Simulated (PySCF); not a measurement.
## From computed data to an observable: oscillator strength and radiative lifetime

SnOBr2, SMILES [Br][Sn](=[O])[Br].

Geometry: B3LYP-D3(BJ)/def2-SVP. The def2 effective core potentials stand for the cores of Sn; spin–orbit coupling is left out.

TDA-PBE/def2-SVPD in PySCF puts the first singlet state with f over 0.02 at 3.32 eV (vertical), with the transition dipole (0.000, 0.529, 0.000) in atomic units.

Question: Find the oscillator strength, the wavelength and the radiative lifetime that this transition would have in vacuum if emission retraced absorption.

Answer: 
|μ|² = 0.2798 au, so |μ| = 1.34 D. ΔE = 3.32/27.211 = 0.1220 hartree. f = (2/3) ΔE |μ|² = 0.023 (the program prints 0.023).
λ = 1239.84/3.32 = 373 nm; ν = 26778 cm⁻¹.
Einstein's coefficient A = 0.6670 ν² f s⁻¹ (ν in cm⁻¹) = 1.1e7 s⁻¹, so τ = 1/A = 92 ns. This state is S3; the lower singlets have f = 0.015, 0.003. The figure is the radiative limit of this one transition; relaxation, internal conversion, crossing to triplets and a medium change what is measured.
